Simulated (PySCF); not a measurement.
A geometry optimisation, step by step.

Species: CH6BClSi.
Bonds: B1–C2, C2–Si3, Si3–Cl4. Hydrogens: H5, H6 on B1; H7, H8 on C2; H9, H10 on Si3.

Method: PBE0-D3(BJ)/def2-SVP geometry optimisation, gas phase in PySCF 2.14.0; density fitting, grid level 1; the optimiser is geomeTRIC in internal coordinates, started from a GFN2-xTB structure with every atom displaced at random (about 0.01 Å). The frame can shift and turn from step to step; on so coarse a grid that alone can change the energy by a few meV, and forces under 0.02 eV/Å are noise.

Step 0: E = -22194.8162 eV, largest atomic force 1.583 eV/Å
```
atom  x, y, z in Å  |  force x, y, z in eV/Å
B1     -1.526   -0.445    0.133    0.190   1.367  -0.775
C2     -0.407    0.606    0.296    0.213  -0.197  -0.077
Si3     1.204   -0.201   -0.310   -0.111   0.582   1.157
Cl4     2.740    1.160   -0.090    0.180   0.216   0.004
H5     -2.144   -0.486   -0.887   -0.153  -0.164  -0.389
H6     -1.798   -1.166    0.988   -0.260  -1.085   1.123
H7     -0.230    0.912    1.333    0.182  -0.156   0.271
H8     -0.523    1.521   -0.300   -0.041  -0.024  -0.317
H9      1.159   -0.552   -1.697   -0.148  -0.306  -1.114
H10     1.576   -1.370    0.512   -0.052  -0.234   0.116
```

Step 1: E = -22194.9206 eV, largest atomic force 0.337 eV/Å
```
atom  x, y, z in Å  |  force x, y, z in eV/Å
B1     -0.930    0.340    0.836    0.057  -0.316   0.104
C2      0.265    1.304    0.977    0.111   0.208   0.071
Si3     1.885    0.498    0.450   -0.161  -0.012  -0.249
Cl4     3.425    1.878    0.653   -0.085  -0.072   0.015
H5     -1.535    0.258   -0.206   -0.064   0.029  -0.031
H6     -1.229   -0.418    1.741    0.012   0.142  -0.109
H7      0.453    1.616    2.020   -0.012   0.007  -0.001
H8      0.182    2.192    0.326    0.031  -0.022   0.023
H9      1.822    0.104   -0.992    0.049   0.026   0.123
H10     2.191   -0.692    1.286    0.062   0.010   0.052
```

Step 2: E = -22194.9268 eV, largest atomic force 0.086 eV/Å
```
atom  x, y, z in Å  |  force x, y, z in eV/Å
B1     -0.921    0.331    0.837   -0.015  -0.035   0.034
C2      0.267    1.308    0.979   -0.011   0.078   0.035
Si3     1.876    0.496    0.440   -0.030  -0.038  -0.053
Cl4     3.410    1.875    0.647    0.002   0.003   0.000
H5     -1.544    0.258   -0.198    0.014  -0.002  -0.006
H6     -1.224   -0.413    1.744    0.020   0.017  -0.024
H7      0.458    1.618    2.021    0.000  -0.018  -0.013
H8      0.184    2.195    0.329    0.005  -0.008  -0.001
H9      1.824    0.098   -0.995    0.002  -0.004   0.016
H10     2.199   -0.685    1.286    0.014   0.008   0.011
```

Step 3: E = -22194.9274 eV, largest atomic force 0.055 eV/Å
```
atom  x, y, z in Å  |  force x, y, z in eV/Å
B1     -0.918    0.330    0.843    0.012   0.018  -0.034
C2      0.266    1.313    0.983   -0.034   0.032   0.029
Si3     1.869    0.495    0.435    0.005  -0.029   0.007
Cl4     3.406    1.873    0.631    0.010   0.014  -0.009
H5     -1.535    0.257   -0.196   -0.001  -0.014   0.009
H6     -1.215   -0.418    1.746    0.005  -0.006   0.011
H7      0.462    1.622    2.024    0.011  -0.010  -0.002
H8      0.181    2.198    0.331    0.000  -0.002  -0.002
H9      1.813    0.090   -0.996   -0.009  -0.009  -0.010
H10     2.200   -0.679    1.288    0.000   0.006   0.000
```

Step 4: E = -22194.9275 eV, largest atomic force 0.060 eV/Å
```
atom  x, y, z in Å  |  force x, y, z in eV/Å
B1     -0.911    0.329    0.851    0.026   0.038  -0.038
C2      0.265    1.322    0.990   -0.048  -0.018  -0.016
Si3     1.859    0.495    0.428    0.037   0.000   0.045
Cl4     3.400    1.873    0.596    0.003   0.013  -0.018
H5     -1.529    0.246   -0.186    0.007   0.002   0.011
H6     -1.193   -0.424    1.753   -0.014  -0.031   0.042
H7      0.470    1.628    2.029    0.007  -0.003   0.006
H8      0.176    2.206    0.337    0.004   0.009  -0.001
H9      1.788    0.076   -0.997   -0.013  -0.012  -0.024
H10     2.202   -0.670    1.290   -0.011   0.003  -0.007
```

Step 5: E = -22194.9275 eV, largest atomic force 0.043 eV/Å
```
atom  x, y, z in Å  |  force x, y, z in eV/Å
B1     -0.907    0.327    0.858    0.014   0.030  -0.025
C2      0.265    1.325    0.993   -0.021  -0.025  -0.012
Si3     1.856    0.495    0.424    0.030   0.015   0.027
Cl4     3.397    1.877    0.573   -0.008   0.002  -0.017
H5     -1.524    0.242   -0.180   -0.003  -0.006   0.009
H6     -1.185   -0.428    1.760   -0.007  -0.016   0.024
H7      0.475    1.631    2.031    0.004   0.000   0.006
H8      0.173    2.208    0.339    0.004   0.006   0.002
H9      1.774    0.068   -0.998   -0.008  -0.009  -0.011
H10     2.204   -0.665    1.290   -0.005   0.002  -0.003
```

Step 6: E = -22194.9275 eV, largest atomic force 0.020 eV/Å
```
atom  x, y, z in Å  |  force x, y, z in eV/Å
B1     -0.904    0.325    0.863   -0.004   0.002   0.005
C2      0.265    1.325    0.995    0.006  -0.015  -0.007
Si3     1.856    0.496    0.421    0.007   0.019  -0.002
Cl4     3.393    1.883    0.553   -0.012  -0.004  -0.013
H5     -1.525    0.238   -0.172   -0.005  -0.005   0.004
H6     -1.179   -0.431    1.768    0.002   0.004   0.001
H7      0.479    1.633    2.032   -0.001  -0.001   0.002
H8      0.170    2.207    0.340    0.004   0.003   0.004
H9      1.765    0.064   -1.000   -0.002  -0.006   0.004
H10     2.209   -0.660    1.289    0.004   0.003   0.002
```

**Question.** Summarise the path.

**Answer.** The energy falls by 2.57 kcal/mol from step 0 to step 6; nine tenths of that is first reached at step 1. It never rises by more than 0.2 meV. The largest force goes from 1.583 to 0.020 eV/Å. Among the bonds B1–H6 changes most, from 1.151 to 1.210 Å; the atoms move by 0.040 Å rms after alignment.

**Question.** Follow the three bonds and two angles with the largest change from start to end.

**Answer.** 
| step | E above end (kcal/mol) | largest force (eV/Å) | B1–H6 (Å) | Si3–H9 (Å) | C2–Si3 (Å) | H7–C2–H8 (°) | Si3–C2–H7 (°) |
| --- | --- | --- | --- | --- | --- | --- | --- |
| 0 | 2.57 | 1.583 | 1.151 | 1.432 | 1.900 | 107.3 | 106.5 |
| 1 | 0.16 | 0.337 | 1.218 | 1.496 | 1.885 | 110.1 | 103.8 |
| 2 | 0.02 | 0.086 | 1.212 | 1.489 | 1.881 | 110.1 | 104.2 |
| 3 | 0.00 | 0.055 | 1.210 | 1.488 | 1.881 | 110.2 | 104.2 |
| 4 | 0.00 | 0.060 | 1.208 | 1.487 | 1.882 | 110.5 | 104.3 |
| 5 | 0.00 | 0.043 | 1.209 | 1.488 | 1.883 | 110.6 | 104.2 |
| 6 | 0.00 | 0.020 | 1.210 | 1.489 | 1.884 | 110.6 | 104.2 |

The cost below is that of the whole optimisation. Time: 21 s wall; peak memory 0.38 GiB. Hardware: Arm Neoverse V1, one thread, shared host.
